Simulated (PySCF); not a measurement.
## [RhO2]-: fields on a plane

Level of theory: B3LYP in PySCF with Rh def2-SVPD with ECP28, O def2-SVPD; scalar-relativistic core potentials, no spin–orbit coupling; density-fitted integrals.

The singlet minimum has Rh–O 1.718 Å (×2); O–Rh–O 162.3°.

The plane holds Rh1 at (0.00, 0.00), O2 at (1.72, 0.00), O3 at (-1.64, 0.52) Å. Columns run from x = -3.75 to 4.05 Å, rows from y = 2.85 (top) to -1.95 Å, in steps of 0.3 Å. Other isomers or separated fragments may lie lower. Core electrons replaced by a potential are absent, the electrostatic potential uses the reduced nuclear charge, and values within about 0.7 Å of such atoms have no physical meaning.

Question: Give the electrostatic potential (V) (cut at 20 V). Lower edges of the bins (V): '_' -6.43, '.' -6.27, ':' -6.03, '-' -5.63, '=' -5.01, '+' -4.03, '*' -2.47, '#' 0.01, '%' 3.93, '@' 10.15; top 20.0, each point printed twice.

Answer: 
```
++++++++================================++++++++++++++
++++========================================++++++++++
++======------------------====================++++++++
======----::::::::::--------------------==========++++
====--::..__..::::----========--------------======++++
====--..__::==**++====++++++++==----::::::::--======++
==--::....++%%@@@@##**########**++====--....::--======
==--::..--%%@@@@@@@@%%@@@@@@@@%%****##**==..__::--====
==--::..==%%@@@@@@@@@@@@@@@@@@@@%%@@@@@@##--__::--====
==----::==##@@@@@@@@@@@@@@@@@@@@@@@@@@@@@@++__..--====
====--::--++##%%%%%%@@@@@@@@@@@@@@@@@@@@@@++..::--====
====----::::==++**##@@@@@@@@@@@@%%@@@@@@##==..::--====
======--::::::--++**%%@@@@@@@@%%##**##**++--::--======
++======----::--==++**########**++==----::::----====++
++========--------====++++++++++==--::::::----======++
++++========--------============----::------======++++
++++++============----------------------========++++++
```

Question: Give the electron localisation function (set to 0 where the density is under 0.005 e/Å³). Lower edges of the bins: '_' 0.000, '.' 0.100, ':' 0.199, '-' 0.299, '=' 0.398, '+' 0.498, '*' 0.598, '#' 0.697, '%' 0.797, '@' 0.896; top 1.00, each point printed twice.

Answer: 
```
______________________________________________________
______________________________________________________
__________....__________..::::..______________________
______..------::::..__....::::..______________________
____::==++++++++==::....::--::....____________________
____==****##%%%%**++::::::----::..::::::::::..________
__..==**##@@@@%%%%##--..--==--::::--++++++++==::______
__::==**%%@@%%..++%%::::++**==..--**##%%%%##**==::____
__..==**%%%%++@@==##::**##%%**::++%%##%%@@%%##++--____
____::==**%%%%**%%++==%%____%%==**##::--@@%%##**--____
____..--==**%%%%%%::==%%____%%==++##::::@@%%##++--____
______..--==**##++..::**%%##**::==%%%%%%%%##++==::____
________..::====--....==****::..--%%%%##**++==::..____
__________..::::::..::====--....--++**++==--::..______
______________....::--====--::..::------::..__________
______________..::--========--::........______________
______________..::--==++++==--::..____________________
```

The lowest empty level of this anion is unbound, so it and the gap depend on the basis.
